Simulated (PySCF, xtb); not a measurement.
CH3Si, SMILES C[Si] (connectivity only; charge and spin as stated), charge +1, multiplicity 1.

Harmonic wavenumbers (cm⁻¹) from GFN2-xTB run with xtb at its own minimum, in rising order: 713, 713, 790, 1299, 1320, 1320, 2934, 2935, 2942.

Task: What does PBE-D3(BJ)/def2-TZVP run with PySCF give at its own minimum? (An estimate is asked for; the answer gives what the named calculation found.)

Result: 427, 427, 753, 1191, 1283, 1283, 2892, 2967, 2967. Paired by order, the mean absolute difference is 99 cm⁻¹ and the zero-point energies are 21.4 and 20.3 kcal/mol.
